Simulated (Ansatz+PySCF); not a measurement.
Values are calculated unless marked as measured or tabulated.
A run of PySCF 2.14.0 on quintet FeCl₂ at this shape:

```xyz
3

Fe    0.0000    0.0000    0.0000
Cl    0.0000    0.0000    2.1280
Cl    0.0000    0.0000   -2.1280
```

Its results:

| Quantity | Value |
| --- | --- |
| Converged | yes |
| Total energy | -2181.10800 hartree |
| Spin squared of the determinant | 6.023 |
| Cycles | 14 |

**Question.** Which input gives this output? Name the method, the orbitals and the basis set, and write the input.

**Answer.** UHF in def2-SVP.

```python
from pyscf import gto, scf

mol = gto.M(atom="""
Fe 0.000000 0.000000 0.000000
Cl 0.000000 0.000000 2.128000
Cl 0.000000 0.000000 -2.128000
""", basis='def2-svp', charge=0, spin=4)
mf = scf.UHF(mol)
mf.kernel()
print(mf.converged, mf.e_tot, mf.spin_square()[0])
```

This is not the lowest solution: another run reaches a determinant 0.38 eV lower. Caution: other spin multiplicities were not run.
